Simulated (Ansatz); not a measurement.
GaH5O3Si (`[OH][Ga]([OH])[O][SiH3]`), relaxed with RKS PBE0-D4/def2-TZVP in Ansatz 0.2.0 from a GFN2-xTB geometry. The force threshold is 0.005 eV/Å; the program also tests the step.

Charge 0, multiplicity 1.

Start:

```xyz
10

O    -2.519    0.911   -0.530
Ga   -1.115    0.217    0.229
O    -1.185   -0.330    1.875
O     0.369    0.060   -0.673
Si    1.935   -0.384   -0.459
H    -2.444    1.205   -1.437
H    -2.028   -0.222    2.315
H     2.008   -1.686    0.208
H     2.610    0.651    0.328
H     2.369   -0.423   -1.856
```

```csv
step,energy (eV),largest force (eV/Å),largest move (Å)
1,-66467.8540,1.039,0.000
2,-66467.9654,0.431,0.133
3,-66467.9788,0.156,0.037
4,-66467.9802,0.183,0.076
5,-66467.9828,0.062,0.086
6,-66467.9840,0.011,0.030
7,-66467.9841,0.003,0.013
8,-66467.9842,0.019,0.046
9,-66467.9842,0.028,0.029
10,-66467.9843,0.015,0.008
11,-66467.9843,0.029,0.011
12,-66467.9844,0.001,0.013
13,-66467.9845,0.012,0.034
14,-66467.9846,0.016,0.030
15,-66467.9846,0.015,0.020
16,-66467.9846,0.009,0.024
17,-66467.9846,0.005,0.021
18,-66467.9847,0.003,0.005
```

End:

```xyz
10

O    -2.620    0.850   -0.542
Ga   -1.143    0.249    0.229
O    -1.118   -0.195    1.941
O     0.337    0.088   -0.721
Si    1.887   -0.385   -0.496
H    -2.502    1.056   -1.472
H    -1.964   -0.075    2.378
H     1.955   -1.802   -0.046
H     2.565    0.466    0.519
H     2.602   -0.254   -1.792
```

Run time 24 s (2 threads of an AMD EPYC 7R13 on a shared host and a share of an NVIDIA H100 80 GB); peak host memory 0.88 GiB.
